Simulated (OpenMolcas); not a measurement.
## B: thermal populations, the spin-orbit constant, worked from levels

- Program: OpenMolcas 26.06
- Basis: ANO-RCC-VQZP [5s4p3d2f1g]
- Scalar Hamiltonian: DKH2, point nucleus
- Active space: 3 electrons in 9 orbitals (RAS2 2s 2p; RAS3 3d, at most 2 electrons)
- State averaging: 2S+1 = 4 odd, 1 root (0 in the spin-orbit step); 2S+1 = 2 odd, 3 roots; 2S+1 = 4 even, 3 roots; 2S+1 = 2 even, 5 roots
- Spin-orbit coupling: RASSI with atomic mean-field integrals over the reference wave functions, term energies averaged over their components

Methods: RASSCF; SS-RASPT2, IPEA 0.25 Eh, imaginary shift 0.1 Eh (closed shells correlated: 1s). Measured levels: NIST Handbook of Basic Atomic Spectroscopic Data.

**Thermal populations.** Z = Σ (2J + 1) exp(-E/kT) with k = 0.695035 cm-1/K, over the levels below. No other level of either list lies under 40000 cm-1, which is above 7 kT at each temperature.

```csv
Level,2J + 1,SS-RASPT2,measured
2s² 2p ²P°_1/2,2,0.0,0.0
2s² 2p ²P°_3/2,4,14.5,15.3
2s 2p² ⁴P_1/2,2,28416,28870
2s 2p² ⁴P_3/2,4,28421,28875
2s 2p² ⁴P_5/2,6,28430,28881
```

| T (K) | Z, SS-RASPT2 | Z, measured levels | Ground level (%), SS-RASPT2 | Ground level (%), measured levels |
| --- | --- | --- | --- | --- |
| 3000 | 5.972 | 5.971 | 33.5 | 33.5 |
| 5000 | 5.987 | 5.985 | 33.4 | 33.4 |
| 8000 | 6.062 | 6.056 | 33.0 | 33.0 |

At 8000 K, kT = 5560 cm-1, and the computed levels give Z = 2.000 + 3.990 + 0.012 + 0.024 + 0.036 = 6.062.

**The spin-orbit constant.** For the Hund term ²P° of p1, E(J) = (A/2) J(J+1) + constant and ζ = 2S·A = A. From J = 1/2 to J = 3/2 the energy changes by 1.5 A.

| Source | E(3/2) - E(1/2) | A | ζ |
| --- | --- | --- | --- |
| RASSCF | 14.5 | 9.7 | 10 |
| SS-RASPT2 | 14.5 | 9.7 | 10 |
| measured | 15.3 | 10.2 | 10 |

All in cm-1. SS-RASPT2 is off by -5.2 % and RASSCF by -5.2 %. Both methods take the spin-orbit matrix elements from the reference wave functions, so the second can move ζ only through the term energies and any multistate remixing.

Active for correlation alone: 3d; no level in the range computed is led by a configuration that fills it, so any true level of that kind is missing. Without dynamic correlation excited terms often stand tens of per cent too high (terms of higher spin than the ground term too low), and those without a measured partner can miss by more than the paired ones (holds for RASSCF). Computed and measured levels are paired by configuration, term and J; levels that our copy of the source lacks, or whose pairing is in doubt (as where it misses far off the trend of its configuration), stay unpaired and out of the deviations. Levels of configurations outside the active space are missing.

° marks odd parity.
